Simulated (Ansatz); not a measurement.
F2H6Si3, SMILES `F[Si](F)([SiH3])[SiH3]`. The species carries charge 0 and has multiplicity 1.

Z-matrix (Å, degrees):
```
Si
F 1 1.601
Si 1 2.350 2 108.4
F 1 1.601 2 106.1 3 116.2
Si 1 2.350 2 108.4 3 -127.5
H 3 1.487 1 109.0 2 178.1
H 3 1.486 1 110.6 2 57.4
H 3 1.487 1 109.0 2 -63.2
H 5 1.487 1 109.0 2 -177.9
H 5 1.487 1 109.0 2 63.4
H 5 1.486 1 110.6 2 -57.2
```

Task: What are the harmonic wavenumbers in cm⁻¹ at PBE0-D4/def2-TZVP (Ansatz, finite differences of forces, unscaled)? (An estimate is asked.)

Result: Computed: 73, 86, 89, 140, 147, 218, 275, 382, 412, 480, 524, 532, 565, 829, 853, 898, 906, 928, 933, 937, 939, 2218, 2222, 2231, 2234, 2236, 2237.

Task: Is this a minimum?

Result: Yes, all 27 modes are real.

Task: Give the ideal-gas thermochemistry at 298.15 K and 1 bar (rigid rotor, harmonic oscillator; point group C2v, symmetry number 2).

Result: Zero-point energy 146.7 kJ/mol; H(298) − E = 173.6 kJ/mol; entropy 391.9 J/(mol·K), of which translation 169.4, rotation 113.5, vibration 109.0; G(298) − E = 56.8 kJ/mol. Modes under 100 cm⁻¹ are hindered rotations or soft bends, so the harmonic entropy is rough.

Task: And at 400, 500, 600, 800 and 1000 K?

Result: 
| T (K) | H − E (kJ/mol) | S (J/mol/K) | G − E (kJ/mol) |
| --- | --- | --- | --- |
| 400 | 188.8 | 435.6 | 14.6 |
| 500 | 205.6 | 472.9 | -30.9 |
| 600 | 223.8 | 506.0 | -79.8 |
| 800 | 263.3 | 562.8 | -186.9 |
| 1000 | 306.0 | 610.4 | -304.4 |

Task: Rotational constants (cm⁻¹)?

Result: 0.08732, 0.0511, 0.04359.
